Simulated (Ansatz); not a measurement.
A CCSD(T) single point on CH9B2NSi.

```yaml
crystal:
  periodic: [false, false, false]
  atoms:
    - {symbol: B, position_ang: [-1.240779, 0.923401, -0.508377]}
    - {symbol: Si, position_ang: [-0.771451, 0.253394, 1.305238]}
    - {symbol: C, position_ang: [1.000251, -0.911240, -0.152979]}
    - {symbol: B, position_ang: [-0.477311, -0.838272, -0.384099]}
    - {symbol: N, position_ang: [1.896199, 0.029516, -0.463221]}
    - {symbol: H, position_ang: [-2.401544, 0.984839, -0.787629]}
    - {symbol: H, position_ang: [-0.519332, 1.810580, -0.885063]}
    - {symbol: H, position_ang: [-1.742070, -0.345848, 2.249023]}
    - {symbol: H, position_ang: [0.415185, 0.801947, 1.999019]}
    - {symbol: H, position_ang: [1.426628, -1.790007, 0.323969]}
    - {symbol: H, position_ang: [-0.837809, -0.047691, -1.363684]}
    - {symbol: H, position_ang: [-1.172865, -1.805174, -0.330735]}
    - {symbol: H, position_ang: [1.582886, 0.891002, -0.881163]}
    - {symbol: H, position_ang: [2.829013, 0.014452, -0.091701]}
basis:
  gaussian: {orbitals: def2-TZVPP}
correlation: {method: ccsd_t}
```

```sh
$ ansatz run in.yaml --threads 4 --pin off --events-out ev --progress --plain --max-ram 10444MiB
```

Output of Ansatz, abridged:

```
Functional definition: HF
1678 factors; integrals over basis functions are off by at most 1.2e-3 eV
mean field evaluation 1: about -11855.7544 eV, gradient 3.5e1 eV
mean field evaluation 2: about -11856.0403 eV, gradient 3.5e1 eV
mean field evaluation 4: about -11859.8873 eV, gradient 4.4e0 eV
mean field evaluation 8: about -11859.9664 eV, gradient 3.3e-1 eV
mean field evaluation 16: about -11859.9676 eV, gradient 1.4e-6 eV
mean field -11859.96757751 eV, -435.8457694989 hartree, gradient 1.4e-6 eV, S^2 0.000000; 0 other end points of the search recorded, 0 dependent functions left out
9 core orbitals not correlated: weight in the atoms' cores, before any rotation towards them, 1.000 or more for the frozen orbitals, at most 0.000 for the correlated occupied ones
reference -11859.96757751 eV, -435.8457694989 hartree; 14, 14 occupied and 269, 269 virtual orbitals, 1678 factors
second order -20.73557102 eV of doubles, -0.00000000 eV of singles
cycle   1  -21.45766937 eV  change   -7.2e-1 eV  update   1.1e-1
cycle   2  -22.02248170 eV  change   -5.6e-1 eV  update   3.4e-2
cycle   3  -22.15644244 eV  change   -1.3e-1 eV  update   2.0e-2
cycle   4  -22.14948108 eV  change    7.0e-3 eV  update   5.7e-3
cycle   5  -22.14542868 eV  change    4.1e-3 eV  update   3.1e-3
cycle   6  -22.14574106 eV  change   -3.1e-4 eV  update   1.0e-3
cycle   7  -22.14545375 eV  change    2.9e-4 eV  update   4.8e-4
cycle   8  -22.14543446 eV  change    1.9e-5 eV  update   1.9e-4
cycle   9  -22.14550316 eV  change   -6.9e-5 eV  update   8.7e-5
cycle  10  -22.14547755 eV  change    2.6e-5 eV  update   3.5e-5
cycle  11  -22.14548231 eV  change   -4.8e-6 eV  update   1.5e-5
perturbative correction -1.02293178 eV, -0.0375920494 hartree
Total energy: -11883.13599160 eV, -436.6971930124 hartree
```

Hardware: 4 threads of an Arm Neoverse V1 on a shared host. Wall time 4 min, peak host memory 9 GiB.

The correlation energy is -23.168 eV, 4.4 % of it from (T); the T1 diagnostic reads 0.0148.
